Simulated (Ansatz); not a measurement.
Reaction (ligand exchange at the Al–N bond): `NC[SiH2][NH][AlH2]` + `O[SiH](O)Br` → `O[SiH](Br)[O][AlH2]` + `NC[SiH2]N`

Computed with Ansatz on PBE0-D4/def2-TZVP structures; ΔE is electronic, products minus reactants. CCSD(T)/CBS is the MP2 limit (def2-TZVPP, def2-QZVPP) plus CCSD(T) − MP2 in def2-TZVPP, frozen cores. Functionals use def2-TZVPP. B3LYP here is the variant with VWN-RPA as its local correlation; programs differ in this. For Br outer-core shells are correlated without core-valence functions, which leaves a few kJ/mol of doubt a bond. Scalar relativity is left out up to krypton. Each species was taken in one conformer, which may not be the lowest.

`NC[SiH2][NH][AlH2]`:

```xyz
14

N     0.096   -2.402   -1.127
C     0.596   -1.397   -0.197
Si   -0.763   -0.139    0.146
N    -0.223    1.200    1.100
Al    0.074    2.886    0.612
H     0.778   -3.131   -1.291
H    -0.120   -1.988   -2.025
H     1.513   -0.876   -0.518
H     0.838   -1.886    0.753
H    -1.223    0.413   -1.160
H    -1.899   -0.839    0.806
H    -0.076    0.985    2.079
H    -0.138    3.270   -0.907
H     0.548    3.905    1.729
```

`O[SiH](O)Br`:

```xyz
7

O    -0.962   -0.112    1.262
Si    0.119   -0.357    0.079
O     1.021    0.984   -0.134
Br   -0.869   -0.814   -1.868
H    -1.539    0.653    1.205
H     0.901   -1.536    0.476
H     1.329    1.182   -1.020
```

`O[SiH](Br)[O][AlH2]`:

Z-matrix (Å, degrees):
```
Si
Br 1 2.232
O 1 1.604 2 107.4
O 1 1.628 2 109.0 3 -123.4
H 1 1.469 2 109.0 3 120.6
Al 3 1.692 1 165.5 2 -44.4
H 4 0.959 1 118.7 2 42.9
H 6 1.576 3 117.2 1 149.4
H 6 1.578 3 117.8 1 -31.7
```

`NC[SiH2]N`:

Z-matrix (Å, degrees):
```
C
Si 1 1.879
N 1 1.465 2 108.4
H 1 1.101 2 111.2 3 -127.1
H 1 1.095 2 106.9 3 116.8
N 2 1.717 1 106.2 3 -58.5
H 2 1.500 1 107.4 3 65.2
H 2 1.489 1 112.0 3 -177.9
H 3 1.012 1 111.3 2 174.2
H 3 1.013 1 110.5 2 -67.3
H 6 1.007 2 121.3 1 -179.0
H 6 1.010 2 115.6 1 41.2
```

```
         level  ΔE (kJ/mol)
     r2SCAN-D4        -59.6
       PBE0-D4        -57.4
      B3LYP-D4        -63.7
        r2SCAN        -59.6
 HF/def2-QZVPP        -74.5
MP2/def2-QZVPP        -61.7
  HF/CBS(def2)        -74.7
CCSD/CBS(def2)        -63.4
```

Problem. What does CCSD(T)/CBS give? (An estimate is asked.)

Solution. Computed: -60.9 kJ/mol. The listed levels differ from it by 1.3, 3.5, -2.8, 1.3, -13.6, -0.8, -13.8, -2.5 kJ/mol.

Largest T1 diagnostic among the species: 0.011.

In def2-TZVPP, CCSD(T) changes the Hartree–Fock value by +13.1 kJ/mol (the triples alone add +2.5 kJ/mol) and MP2 by +12.4 kJ/mol. From PBE to PBE0 (25 % exact exchange), in def2-TZVPP and without D4, ΔE moves by −3.9 kJ/mol.
